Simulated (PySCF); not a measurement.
Compound: mecrylate, C5H5NO2.
SMILES with atom numbers: `[CH2:1]=[C:2]([C:3]#[N:4])[C:5](=[O:6])[O:7][CH3:8]` (hydrogens: H9, H10 on C1; H11, H12, H13 on C8)

Structure used (GFN2-xTB), in Å, numbered top down from 1:
```xyz
13
C5H5NO2 angstrom
C     -2.321   -0.730   -0.142
C     -1.266    0.087   -0.183
C     -1.378    1.464   -0.491
N     -1.479    2.577   -0.742
C      0.106   -0.440    0.105
O      0.338   -1.589    0.379
O      1.023    0.521    0.020
C      2.366    0.134    0.274
H     -2.177   -1.772    0.097
H     -3.321   -0.386   -0.343
H      2.459   -0.269    1.285
H      2.680   -0.630   -0.439
H      2.966    1.033    0.163
```

Computed with TDDFT PBE0/def2-SVPD, vertical, gas phase, core orbitals frozen in the response (PySCF 2.14.0, density-fitted response routines).

Kohn–Sham orbitals with the atoms that hold most of them (Löwdin shares over 4%, at most four atoms; ? is withheld):

| orbital | ε (eV) | atoms |
| --- | --- | --- |
| LUMO+2 | 0.34 | C3 15%, C5 14%, C1 13%, N4 12% |
| LUMO+1 | 0.24 | C5 26%, O6 21%, N4 18%, C3 15% |
| LUMO | ? | ? |
| HOMO | -8.68 | ? |
| HOMO-1 | -8.78 | O6 60%, O7 11%, C5 8%, N4 7% |
| HOMO-2 | -9.46 | O7 45%, O6 22%, C8 12%, C5 7% |
| HOMO-3 | -10.20 | N4 44%, C3 35%, O6 9%, C2 4% |

Which atoms hold the HOMO, and with what shares?

C1 (bonded to C and 2 H) 26%; N4 (bonded to C) 23%; C2 (bonded to 3 C) 22%; C3 (bonded to C and N) 15%. By element: carbon 62% or more, nitrogen 23%.

Which atoms hold the LUMO, and with what shares?

C1 (bonded to C and 2 H) 34%; C2 (bonded to 3 C) 20%; C5 (bonded to C and 2 O) 9%; N4 (bonded to C) 7%. By element: carbon 64% or more, nitrogen 7%.

What is the LUMO energy, and the HOMO–LUMO gap?

ε(LUMO) = -2.51 eV; the gap is 6.17 eV (0.2267 hartree).

The HOMO–LUMO gap is 6.17 eV. Where does the response calculation put the lowest singlet, and from which orbitals?

S1 is at 4.66 eV (f = 0.0001), 1.51 eV below the gap, made of HOMO-1→LUMO (96%). Its leading pair isn't HOMO and LUMO; the energies of that pair differ by 6.26 eV. Without the coupling terms of the response equations the lowest excitation would equal the gap.

Give energy, strength and leading configuration of S1, S2 and S3, and follow the Löwdin shares of the leading atoms from the occupied to the empty orbital.

- S1 (4.66 eV, f 0.0001), HOMO-1→LUMO (96%): O6 60% → at most 8%, O7 11% → at most 8%, C1 at most 8% → 34%, C2 at most 8% → 20%
- S2 (5.72 eV, f 0.120), HOMO→LUMO (86%): C1 26% → 34%, N4 23% → 7%, C2 22% → 20%
- S3 (6.08 eV, f 0.151), HOMO-2→LUMO (88%): O7 45% → at most 8%, O6 22% → at most 8%, C1 at most 7% → 34%, C2 at most 7% → 20%

One conformer stands for the species.
